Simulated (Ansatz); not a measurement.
Calculated with Ansatz (gas phase, PBE0-D4/def2-TZVP geometries, no zero-point term in ΔE). CBS: MP2 limit from def2 TZ/QZ plus the TZ coupled-cluster correction, frozen cores. This one scheme is used for every species. DFT in def2-TZVPP. B3LYP here is the variant with VWN-RPA as its local correlation; programs differ in this. One conformer a species, not always the lowest.

Reaction (formal exchange of groups at the Si–C bond): `C[SiH]1B[SiH2]1` + `C[SiH3]` → `C[SiH2][SiH]1B[SiH2]1` + CH₄

```
             level  ΔE (kJ/mol)
            PBE-D4        -33.5
           PBE0-D4        -31.3
          B3LYP-D4        -22.4
SCS-MP2/def2-TZVPP        -15.9
CCSD(T)/def2-TZVPP        -22.9
    MP2/def2-QZVPP        -20.1
     MP2/CBS(def2)        -21.0
    CCSD/CBS(def2)        -21.2
```

(1) What does CCSD(T)/CBS give? (An estimate is asked.)

Largest T1 diagnostic among the species: 0.015.

Results:

(1) Ansatz gave: -24.5 kJ/mol. The listed levels differ from it by -9.0, -6.8, 2.1, 8.6, 1.6, 4.4, 3.5, 3.3 kJ/mol.

The D4 term adds −7.3 kJ/mol with B3LYP and −4.5 kJ/mol with PBE0; it sums over pairs of atoms, weighted by their polarisabilities, and B3LYP, whose exchange is more repulsive, gets the larger term. In def2-TZVPP, CCSD(T) changes the Hartree–Fock value by −15.6 kJ/mol (the triples alone add −3.2 kJ/mol) and MP2 by −12.2 kJ/mol.
